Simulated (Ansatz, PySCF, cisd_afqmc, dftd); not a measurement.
Species: NaOH, charge 0, singlet. NaOH (SMILES [Na][OH]).
B3LYP-D3(BJ)/def2-TZVP minimum from Ansatz (a quantum-chemistry and plane-wave program):
```xyz
3

Na     0.0000     0.0000    -0.9172
O      0.0000     0.0000     1.0150
H      0.0000     0.0000     1.9692
```

Property: enthalpy of formation at 298 K (by atomisation, with rigid-rotor harmonic-oscillator terms from PySCF's Hessian at B3LYP-D3(BJ)/def2-TZVP and the atoms' measured values of the G2/97 table; no spin-orbit terms), in kcal/mol. Open shells are spin-unrestricted; no spin-orbit coupling. Correlated methods leave the cores frozen. No relativity. The Monte Carlo rows (phaseless AFQMC, CISD trial, step 0.005/hartree) carry one-sigma bars that omit the constraint's bias. Outlying blocks are dropped, and bars are widened where a walk drifts. Over all cases where full CI ran beside it in this data, AFQMC minus full CI had a median of +0.1 mEh and passed +0.4 mEh in a tenth of the cases. CBS(X,Y): correlation extrapolated as X^-3, Hartree-Fock from the larger set. A bracket is a step between two methods taken in the basis named. Where a partner has so few electrons that a lower coupled-cluster level is exact, that level stands in.

| level | program | enthalpy of formation at 298 K (kcal/mol) | difference against the last row |
|---|---|---|---|
| r2SCAN-D3(BJ)/def2-TZVPD | Ansatz + dftd3 | -41.1 | 4.5 |
| r2SCAN/def2-TZVPD | Ansatz | -41.0 | 4.6 |
| B3LYP-D3(BJ)/def2-TZVPD | Ansatz + dftd3 | -40.5 | 5.1 |
| CCSD(T)/def2-QZVPP | Ansatz | -41.7 | 3.9 |
| CCSDT(Q)/def2-SVP | Ansatz | -21.0 | 24.6 |
| CCSDT(Q)/def2-TZVPP | Ansatz | -35.6 | 10.0 |
| CCSDTQ/def2-SVP | Ansatz | -20.9 | 24.7 |
| AFQMC/CISD/def2-SVP | cisd_afqmc | -20.7 ± 0.2 | 24.9 |
| CCSD(T)/CBS(def2-TZVPP,def2-QZVPP) + [CCSDT(Q) - CCSD(T)]/def2-SVP | Ansatz | -46.0 | -0.4 |
| CCSD(T)/CBS(def2-TZVPP,def2-QZVPP) + [CCSDT(Q) - CCSD(T)]/def2-QZVPP + [CCSDTQ - CCSDT(Q)]/def2-SVP | Ansatz | -45.6 | 0.0 |
